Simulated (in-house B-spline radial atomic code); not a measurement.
Computed with a B-spline radial atomic code. Model: two electrons, singlet ground state, non-relativistic, full CI in B-splines with partial waves to l = 8 (at full coupling up to 3e-4 hartree above the limit, correlation up to 0.6 % small), density held at that of full coupling by Lieb maximisation.

W(λ) is the mean repulsion in the state of coupling λ less the Hartree energy of the fixed density. Its start is exact exchange, its initial slope is twice the second-order Görling-Levy correlation energy, and its area from 0 to 1 is E_xc. A straight curve means weak, dynamic correlation, and a curve that drops fast and flattens means strong correlation.

Command:
```bash
python run_ac.py task.json out
```
Settings (lengths in bohr, energies in hartree):
```
potential              coulomb
strength               8
lmax                   8
```

Time taken, with all properties: 3.6 s on 1 thread of Intel(R) Xeon(R) Processor @ 2.30GHz, with other jobs on the host.

**W = mean repulsion less Hartree energy, and W of three functionals.**

Given: confinement point charge; nuclear charge 8; external potential -Z/r.

Computed: PBE exchange minus exact 91.88 millihartree; SCAN exchange minus exact -4.0899 millihartree.

```tsv
coupling	W xc (hartree)	W xc minus exchange (millihartree)	kinetic minus Kohn-Sham (millihartree)	LDA (PW92) W minus its exchange (millihartree)	PBE W minus its exchange (millihartree)	SCAN W minus its exchange (millihartree)
0	-4.7773	0	0	0	0	0
0.02	-4.7792	-1.865	0	-15.63	-1.89	-1.85
0.05	?	?	?	?	?	?
0.12	-4.7885	-11.138	0.7	-67.63	-11.41	-10.94
0.25	-4.8004	-23.06	2.9	-119.33	-23.88	-22.5
0.4	-4.814	-36.636	7.3	-169.46	-38.26	-35.54
0.6	-4.8318	-54.441	16.2	-227.23	-57.34	-52.51
0.8	-4.8492	-71.918	28.4	-278.2	-76.22	-69.05
1	?	?	?	?	?	?
1.4	-4.8998	-122.46	83.9	-406.19	-131.36	-116.41
2	-4.9477	-170.34	165.1	-511.01	-183.97	-160.82
3	-5.0221	-244.75	350.6	-655.2	-265.99	-229.36
4.5	-5.1226	-345.24	725.9	-827.77	-376.87	-321.51
7	-5.2656	-488.3	1542.7	-1047.8	-534.85	-453
10	-5.406	-628.65	2728.3	-1247.2	-690.71	-583.48
```

Question: What belongs in the row 0.05?

Answer: W xc (hartree): -4.782; W xc minus exchange (millihartree): -4.657; kinetic minus Kohn-Sham (millihartree): 0.1; LDA (PW92) W minus its exchange (millihartree): -33.46; PBE W minus its exchange (millihartree): -4.73; SCAN W minus its exchange (millihartree): -4.6.

Question: What belongs in the row 1?

Answer: W xc (hartree): -4.8664; W xc minus exchange (millihartree): -89.075; kinetic minus Kohn-Sham (millihartree): 43.8; LDA (PW92) W minus its exchange (millihartree): -324.34; PBE W minus its exchange (millihartree): -94.87; SCAN W minus its exchange (millihartree): -85.19.

Question: What is the LDA exchange minus exact?

Answer: 676.11 millihartree.

**Energy parts, natural occupations and partial-wave weights.**

Computed: total energy -59.1564 hartree; exchange energy -4.7773 hartree; correlation energy -0.045234 hartree; kinetic part of the DFT correlation energy 0.04384 hartree; initial slope twice GL2 -0.093344 hartree; kinetic part over minus potential part 0.49217; Hartree energy 9.5547 hartree.

```csv
natural,occupation of the shell (electrons)
s,1.9991
p,?
s,0.00030307
d,2.675e-05
p,1.8565e-05
s,7.2779e-06
```

Question: What belongs in the row p?

Answer: occupation of the shell (electrons): 0.00048314.

```tsv
wave	weight
s	0.99973
p	0.00025182
d	1.505e-05
f	?
g	5.3674e-07
```

Question: What belongs in the row f?

Answer: weight: 2.2413e-06.

Question: What is the Kohn-Sham kinetic?

Answer: 59.112 hartree.

Question: What is the Lieb Oxford ratio E_xc over LDA exchange?

Answer: 1.1759.

Half-way to full coupling W has made 51 % of its drop, against 50 % for a straight line, and second-order (GL2) theory, half the initial slope, overshoots the correlation energy by about 3 %: correlation is weak here. Over couplings 0 to 1 the errors in E_xc come to about +533 millihartree for LDA, +89 millihartree for PBE, -2.4 millihartree for SCAN, so SCAN is nearest. In LDA and PBE and SCAN the errors of exchange and correlation have opposite signs, so the sum is smaller than the larger of the two.
